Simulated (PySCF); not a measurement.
## Dipole response of Hg⁺ (mercury, charge +1)

[Xe] 4f14 5d10 6s1, 2S determinant. All numbers are calculated (PySCF 2.14, the spin-free X2C one-electron Hamiltonian (Gaussian nucleus), in ANO-RCC-VTZP (8s7p5d3f1g, 84 functions)). Coupled (time-dependent) response in atomic units; α is the mean over directions. The basis has no added diffuse functions, which lowers α and C₆.

```json
{"method": "revPBE", "mean α (bohr³)": "18.28", "C₆ (like pair)": "134.0", "S(−4)": "135.9"}
```

S(−4) is the Cauchy moment in α(ω) = α(0) + S(−4) ω² + …

α(iu) at revPBE:

```csv
u (hartree),α(iu) (bohr³)
0,18.28
0.0500,17.95
0.100,17.06
0.200,14.54
0.300,12.13
0.500,8.826
0.750,6.553
1.00,5.196
1.50,3.561
2.00,2.580
3.00,1.505
5.00,0.6798
```

A single London oscillator, α(iu) = α/(1 + u²/ω²), gives C₆ = (3/4) ω α². Matching the computed C₆ needs ω = 4 × 134.0 / (3 × 18.28²) = 0.535 hartree.

For an ion, C₆ is the dispersion term alone; charge-induced terms of lower order in 1/R come first.

Spin-orbit coupling, which splits the p, d and f shells strongly at this Z, is absent.
